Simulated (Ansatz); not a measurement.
`[F][Zr]([F])([F])[Br]` + HI → `[F][Zr]([F])([F])[I]` + HBr at 298.15 K and 1 bar (ligand exchange at a Zr–Br bond).

Computed with Ansatz on PBE0-D4/def2-TZVP structures; ΔE is electronic, products minus reactants. CCSD(T)/CBS is the MP2 limit (def2-TZVPP, def2-QZVPP) plus CCSD(T) − MP2 in def2-TZVPP, frozen cores. Elements past krypton have def2 core potentials. For Br, I, Zr outer-core shells are correlated without core-valence functions, which leaves a few kJ/mol of doubt a bond. Scalar relativity is left out up to krypton.

| species | CCSD(T)/CBS energy (Eh) | H − E (kJ/mol) | S (J/(mol·K)) |
| --- | --- | --- | --- |
| `[F][Zr]([F])([F])[Br]` | -2920.00900 | 39.0 | 356.8 |
| HI | -298.03592 | 22.7 | 206.5 |
| `[F][Zr]([F])([F])[I]` | -644.12135 | 38.9 | 365.0 |
| HBr | -2573.91920 | 24.6 | 198.6 |

H − E and S are ideal-gas, rigid-rotor, harmonic terms from PBE0-D4/def2-TZVP. 1 Eh = 2625.50 kJ/mol, R = 8.31446 J/(mol·K).

Task: By hand: ΔE, ΔH, ΔS and ΔG.

Result: ΔE = (-644.12135) + (-2573.91920) − (-2920.00900) − (-298.03592) = 0.00437 Eh = 11.5 kJ/mol. Δ(H − E) = 38.9 + 24.6 − 39.0 − 22.7 = 1.8, so ΔH = 13.3 kJ/mol. ΔS = 365.0 + 198.6 − 356.8 − 206.5 = 0.3 J/(mol·K). ΔG = 13.3 − 298.15 × (0.3)/1000 = 13.2 kJ/mol.

Task: By hand: the equilibrium constant, and the temperature at which ΔG would vanish if ΔH and ΔS stayed fixed.

Result: log₁₀ K = −ΔG/(RT ln 10) = -2.3. ΔG = 0 at ΔH/ΔS = 44333 K, far beyond where these terms or the molecules hold.

The number of gas molecules stays the same, so ΔS is small and ΔH decides. A doubt of 5 kJ/mol in ΔE shifts log₁₀ K by 0.9 here. These are equilibria of isolated gas molecules and say nothing of rates. Largest T1 diagnostic: 0.016 (customary marks: 0.02 for closed shells, 0.045 for open ones).
